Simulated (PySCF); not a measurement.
## From a computed spectrum to the compound

A species of 3 atoms with charge 0 has these harmonic modes (PBE0, small Gaussian bases with core potentials, PySCF 2.14.0):

```csv
cm⁻¹,km/mol,symmetry
140,22.3,a'
321,61.5,a'
842,205.2,a'
```

Problem. Which species is it, and in which structure?

Solution. GdOCl (singlet in the valence; each metal's 4f electrons, 7 of them, lie in its core potential, out of spins and levels):
```xyz
3

Gd    0.2511    0.0000   -0.2956
O     1.7611    0.0000    0.7355
Cl   -1.9395    0.0000    0.9984
```
Ideal gas at 298.15 K and 1 bar: S = 319.2 J/(mol K), Cp = 50.5 J/(mol K), H − H(0 K) = 12.9 kJ/mol (rigid rotor, harmonic modes, spin degeneracy alone, that of the 4f electrons in the core included). An lcecp potential fixes the number of 4f electrons, so in runs with it no electron can move into or out of that shell.
 Other answers can fit too; this one was computed.
